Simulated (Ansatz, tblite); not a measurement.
Isomers of Li$_{3}$Br$_{3}$⁻ (doublet), found by a short tight-binding search and relaxed with r2SCAN-D4/def2-SVPD in Ansatz.

The xTB rows come from tblite. LC-ωPBE has ω = 0.4 bohr⁻¹. Correlated methods freeze 27 core orbitals; core or outer-core shells of Li, Br are correlated, in sets that lack core-valence functions.

B: At HF/STO-3G, PBE-D4/def2-TZVPD, r2SCAN-D4/def2-TZVPD, r2SCANh-D4/def2-TZVPD and others the highest occupied level of the charge -1 doublet lies above zero (up to 1.68 eV). In Hartree–Fock with STO-3G the lack of diffuse functions raises the level. It is a level of α spin, whose loss leaves a singlet; that state wasn't run at this geometry and level. The electron is either unbound and held by the finite basis, or the level is raised by self-interaction error. C: At HF/STO-3G, PBE-D4/def2-TZVPD, r2SCAN-D4/def2-TZVPD, r2SCANh-D4/def2-TZVPD and others the highest occupied level of the charge -1 doublet lies above zero (up to 1.29 eV). In Hartree–Fock with STO-3G the lack of diffuse functions raises the level. It is a level of α spin, whose loss leaves a singlet; that state wasn't run at this geometry and level. The electron is either unbound and held by the finite basis, or the level is raised by self-interaction error. D: At PBE-D4/def2-TZVPD the highest occupied level of the charge -1 doublet lies above zero (up to 0.00 eV). It is a level of α spin, whose loss leaves a singlet; that state wasn't run at this geometry and level. The electron is either unbound and held by the finite basis, or the level is raised by self-interaction error.

Other spin states weren't relaxed.

A:

```
atom    x (Å)    y (Å)    z (Å)
 Li1  -0.2865  -0.4389   0.7323
 Li2  -1.6177   2.1018  -2.1326
 Li3   1.8932  -2.2501   2.2100
 Br4  -2.0859   0.8172  -0.1525
 Br5  -1.2599   3.3506  -4.0113
 Br6   3.3567  -3.5806   3.3541
```

B:

```
atom   x (Å)   y (Å)   z (Å)
 Li1  -0.330   1.713   0.180
 Li2   0.030  -0.554  -1.664
 Li3   1.342  -0.576   0.973
 Br4  -1.865   0.988  -1.579
 Br5   0.690  -2.517  -0.364
 Br6   0.132   0.947   2.454
```

C:

```xyz
6

Li   -0.0280    0.7417    0.9793
Li    0.4741    0.4551   -1.8957
Li   -0.4357   -1.9547   -0.0962
Br    0.2185   -1.3763    2.1912
Br    1.5225    2.0677   -0.3821
Br   -1.7514    0.0665   -0.7964
```

D:

Cartesian coordinates in Å:
```
Li 0.631 -0.885 0.856
Li 1.942 -3.819 -0.957
Li -1.458 2.500 -0.480
Br -0.442 1.183 1.261
Br 1.811 -2.893 1.278
Br -2.485 3.914 -1.958
```

Task: Estimate their order by electronic energy at PBE-QIDH/def2-TZVPD, counted from the lowest.

Result: C (0.0) < B (3.7) < D (5.8) < A (11.3), in kcal/mol.

Task: Do the other levels pick the same lowest one?

Result: Not GFN1-xTB, GFN2-xTB, HF/def2-TZVPD. Energies above each level's lowest (kcal/mol):

| level | A | B | C | D |
| --- | --- | --- | --- | --- |
| GFN1-xTB | 8.2 | 0.0 | 9.3 | 26.6 |
| GFN2-xTB | 0.0 | 7.8 | 4.9 | 5.9 |
| HF/STO-3G | 36.3 | 16.2 | 0.0 | 8.7 |
| HF/def2-TZVPD | 4.7 | 4.7 | 1.6 | 0.0 |
| PBE-D4/def2-TZVPD | 12.9 | 3.2 | 0.0 | 6.7 |
| r2SCAN-D4/def2-TZVPD | 13.1 | 3.4 | 0.0 | 7.8 |
| r2SCANh-D4/def2-TZVPD | 13.0 | 3.4 | 0.0 | 7.6 |
| PBE0-D4/def2-TZVPD | 12.5 | 3.3 | 0.0 | 6.5 |
| LC-ωPBE/def2-TZVPD | 9.9 | 2.8 | 0.0 | 5.4 |
| PBE-QIDH/def2-TZVPD | 11.3 | 3.7 | 0.0 | 5.8 |
| RPA@PBE/def2-TZVPD | 11.0 | 5.5 | 0.0 | 3.9 |
| MP2/def2-TZVPD | 10.4 | 4.4 | 0.0 | 4.7 |
Point groups (tolerance 0.1 Å): A Cs, B C3v, C Cs, D Cs. Lower isomers may exist.
